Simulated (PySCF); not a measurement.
C4H4BFO.
SMILES with atom numbers: `[F:1][BH:2][c:3]1[cH:4][cH:5][o:6][cH:7]1` (hydrogens: H8 on B2; H9 on C4; H10 on C5; H11 on C7)

Method used: PBE0-D3(BJ)/def2-SVP geometry optimisation, gas phase in PySCF.

Task: Give the optimised bond lengths and angles.

Result: 
| bond | length (Å) |
| --- | --- |
| F1–B2 | 1.329 |
| B2–C3 | 1.534 |
| C3–C4 | 1.442 |
| C4–C5 | 1.358 |
| C5–O6 | 1.357 |
| O6–C7 | 1.335 |
| C3–C7 | 1.376 |
| B2–H8 | 1.211 |
| C4–H9 | 1.088 |
| C5–H10 | 1.087 |
| C7–H11 | 1.088 |

A selection of angles:
| angle | degrees |
| --- | --- |
| F1–B2–C3 | 119.2 |
| F1–B2–H8 | 117.3 |
| C3–B2–H8 | 123.6 |
| B2–C3–C4 | 129.3 |
| B2–C3–C7 | 126.4 |
| C4–C3–C7 | 104.4 |
| C3–C4–C5 | 106.6 |
| C3–C4–H9 | 126.8 |
| C5–C4–H9 | 126.7 |
| C4–C5–O6 | 110.2 |
| C4–C5–H10 | 133.9 |
| O6–C5–H10 | 115.9 |
| C5–O6–C7 | 107.5 |
| O6–C7–H11 | 116.4 |
| C3–C7–O6 | 111.4 |
| C3–C7–H11 | 132.2 |

Torsions: F1–B2–C3–C4 180° (antiperiplanar).

O6 (furan-type oxygen) is bent (angle 107.5°). B2 (three-coordinate boron) is planar (angles 123.6°, 119.2° and 117.3°, sum 360.0°, 0.00 Å off the plane of its three neighbours). The 5-membered ring C3–C4–C5–O6–C7 has internal angles of 104.4° to 111.4°; it is planar, 0.00 Å rms from its mean plane, widest ring torsion 0°. The C–O distances run from 1.335 Å (O6–C7, aromatic) to 1.357 Å (C5–O6, aromatic), a spread of 0.022 Å. The C–C distances run from 1.358 Å (C4–C5, aromatic) to 1.442 Å (C3–C4, aromatic), a spread of 0.084 Å. The 7 heavy atoms lie in one plane (0.001 Å rms).

Point group: Cs (every atom within 0.08 Å of its image). Whether it is a minimum is left open (no frequencies). One conformer, not necessarily the lowest.
